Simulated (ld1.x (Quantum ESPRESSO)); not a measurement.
## Reading a pseudo-wave (europium (Eu))

Columns: radius, all-electron u(r) and pseudo u(r) of the 5d shell (level -1.56 eV) of europium in the configuration [Kr] 4d10 4f7 5s2 5p6 5d0 6s2 6p0; PBE, scalar-relativistic, PAW scheme, ld1.x (Quantum ESPRESSO) 7.5.

| r (bohr) | all-electron | pseudo |
| --- | --- | --- |
| 0.160 | 0.1390 | -0.0007 |
| 0.320 | -0.0915 | -0.0037 |
| 0.480 | -0.2221 | -0.0024 |
| 0.640 | -0.1602 | 0.0183 |
| 0.800 | -0.0162 | 0.0728 |
| 0.960 | 0.1361 | 0.1620 |
| 1.120 | 0.2671 | 0.2696 |
| 1.280 | 0.3695 | 0.3695 |
| 1.440 | 0.4442 | 0.4442 |
| 1.600 | 0.4954 | 0.4954 |
| 1.760 | 0.5279 | 0.5279 |
| 1.920 | 0.5461 | 0.5461 |
| 2.080 | 0.5536 | 0.5536 |
| 2.240 | 0.5535 | 0.5535 |
| 2.400 | 0.5478 | 0.5478 |
| 2.560 | 0.5385 | 0.5385 |
| 2.720 | 0.5266 | 0.5266 |
| 2.880 | 0.5131 | 0.5131 |
| 3.040 | 0.4987 | 0.4987 |
| 3.200 | 0.4838 | 0.4838 |
| 3.360 | 0.4686 | 0.4686 |
| 3.520 | 0.4534 | 0.4534 |
| 3.680 | 0.4380 | 0.4380 |
| 3.840 | 0.4226 | 0.4226 |
| 4.000 | 0.4073 | 0.4073 |
| 4.160 | 0.3919 | 0.3919 |

**Question.** How many radial nodes do the two functions have?

**Answer.** The all-electron 5d function has n − l − 1 = 2; the pseudo-wave has 1, since 1 lower shell of the same l stays in the valence.

**Question.** At about which radius was the pseudo-wave matched?

**Answer.** 1.25 bohr, where the columns begin to agree (steps of 0.16 bohr).

**Question.** Is the pseudo-wave norm-conserving?

**Answer.** No, it belongs to a PAW set: the norm inside the radius is not constrained, and the difference is carried by the augmentation charge.
